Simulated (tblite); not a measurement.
Species: C₉H₁₅B.
Geometry (GFN2-xTB, Å), atoms numbered from 1 in this order:
```xyz
25
C9H15B angstrom
C     -2.0311    1.7645    0.3348
C     -2.1296    0.6594   -0.3887
C     -1.3739   -0.5718   -0.1316
C      0.0420   -0.5019    0.1940
C      0.8628    0.5416   -0.0201
B      2.3663    0.5878    0.3412
C      3.0993   -0.6537    0.9926
C      3.1863    1.9094    0.0612
C     -1.9751   -1.7744   -0.2009
C     -3.4131   -2.0011   -0.5288
H     -1.3688    1.8327    1.1819
H     -2.6211    2.6389    0.1167
H     -2.8327    0.6196   -1.2118
H      0.4517   -1.4137    0.6119
H      0.4165    1.4196   -0.4765
H      2.7759   -0.7688    2.0275
H      2.8622   -1.5919    0.4946
H      4.1820   -0.5519    1.0087
H      2.5658    2.7897   -0.0915
H      3.7756    1.7763   -0.8474
H      3.9017    2.1336    0.8504
H     -1.3879   -2.6587    0.0088
H     -3.7031   -1.4564   -1.4274
H     -3.6121   -3.0581   -0.6850
H     -4.0505   -1.6466    0.2828
```

All values are computed: GFN2-xTB (tblite) harmonic vibrations without scaling, gas phase. This tight-binding method is rough: wavenumbers can miss measured ones by several per cent, in bad cases by 10 to 20. One conformer, not necessarily the lowest. The optimisation stopped once no atom felt more than 0.01 eV/Å.

Lowest wavenumbers of the output (negative numbers stand for imaginary wavenumbers):
```
mode    cm-1
  1     -43.6
  2     -12.1
  3      29.8
  4      68.9
  5      73.7
  6      85.2
  7      95.2
  8     153.8
  9     195.4
 10     238.1
 11     260.8
 12     261.8
 13     320.9
 14     375.7
 15     379.6
```

Question: Is this structure a minimum?

Answer: Not by this Hessian. 1 mode is imaginary beyond 20i (44i cm⁻¹), and 1 more slightly so (12.1i). The curvature is small, so loose convergence or finite differences may be the whole cause.

Question: Which atoms move in the imaginary modes?

Answer: 44i: H25 (methyl hydrogen) 39 %, H23 (methyl hydrogen) 30 %, H24 (methyl hydrogen) 25 %; 12i: H19 (methyl hydrogen) 23 %, C8 (sp3 carbon bound to boron) 17 %, H20 (methyl hydrogen) 16 %. These are shares of the mass-weighted motion.

Question: What is the remedy?

Answer: Step along such a mode in both directions, optimise again with tighter thresholds and repeat the frequencies. The zero-point energy of this point (131.7 kcal/mol) counts the 67 real modes alone, and thermal corrections from it aren't those of a minimum.
